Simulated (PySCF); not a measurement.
PySCF job for B(Br)2(Me) (CH₃BBr₂), SMILES BrB(C)Br, PBE0/pcSseg-1. Geometry optimised at B3LYP-D3(BJ)/def2-SVP.

```python
import numpy as np
from pyscf import gto, scf, dft
from pyscf.prop.nmr import rks as nmr

mol = gto.M(
    atom='''
    B     0.02312606   -0.64180448    0.00000001
    Br   -0.00063351    0.34553590    1.65049739
    Br   -0.00063351    0.34553590   -1.65049739
    C     0.00755421   -2.20016625   -0.00000001
    H     0.46830770   -2.62964817   -0.90179100
    H    -1.05322493   -2.51819650   -0.00000001
    H     0.46830770   -2.62964817    0.90179099
    ''',
    basis='pcSseg-1',
    charge=0,
    spin=0,
    max_memory=1600,
    verbose=3,
)
mf = dft.RKS(mol, xc='pbe0')
mf.grids.level = 3
mf.conv_tol = 1e-10
mf.max_cycle = 100
mf.kernel()
n = nmr.NMR(mf)
n.verbose = 2
n.max_cycle_cphf = 60
sigma = n.kernel()
print('atom   isotropic/ppm   span/ppm')
for i, s in enumerate(sigma):
    w = np.linalg.eigvalsh((s + s.T) / 2)
    print(f'{mol.atom_symbol(i):2s}{i + 1:3d} {w.mean():14.3f} {w[2] - w[0]:11.3f}')
```

Program output:

```
converged SCF energy = -5211.91722770958
atom   isotropic/ppm   span/ppm
B   1         20.635     107.668
Br  2       1983.563    1034.147
Br  3       1983.563    1034.147
C   4        161.378      43.262
H   5         29.632       9.864
H   6         29.850       8.225
H   7         29.632       9.864
```

The run converged.

Cost: roughly 30 core-seconds.
